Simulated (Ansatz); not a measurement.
Start from `[CH3][Ga]([CH3])[SiH3]` and change one atom or group to get `[CH3][Ga]([CH3])[F]`.

Ansatz, PBE0-D4/def2-TZVP geometries, multiplicity 1. 

Scalar relativity is left out up to krypton.

```csv
property,`[CH3][Ga]([CH3])[SiH3]`
HOMO–LUMO gap (B3LYP/def2-TZVPP) / eV,5.22
HOMO energy (B3LYP/def2-TZVPP) / eV,-6.88
LUMO energy (PBE/def2-TZVPP) / eV,-2.20
LUMO energy (B3LYP/def2-TZVPP) / eV,-1.66
HOMO energy (ωB97M-V/def2-TZVPP) / eV,-9.11
LUMO energy (PBE0/def2-TZVPP) / eV,-1.41
```

Task: What does the change do to each property? (Best estimate.)

Result: The calculation gave: 
| property | `[CH3][Ga]([CH3])[F]` | shift |
| --- | --- | --- |
| HOMO–LUMO gap (B3LYP/def2-TZVPP) / eV | 6.89 | 1.67 |
| HOMO energy (B3LYP/def2-TZVPP) / eV | -7.78 | -0.90 |
| LUMO energy (PBE/def2-TZVPP) / eV | -1.39 | 0.81 |
| LUMO energy (B3LYP/def2-TZVPP) / eV | -0.89 | 0.77 |
| HOMO energy (ωB97M-V/def2-TZVPP) / eV | -10.21 | -1.10 |
| LUMO energy (PBE0/def2-TZVPP) / eV | -0.57 | 0.84 |

With PBE0 the HOMO falls by 0.92 eV and the LUMO rises by 0.84 eV, so the gap widens by about 1.76 eV. PBE moves the HOMO by -0.68 eV and ωB97M-V by -1.10 eV.

Positive LUMOs are unbound, so they and the gaps depend on the basis.

B3LYP here is the variant with VWN-RPA as its local correlation; programs differ in this.
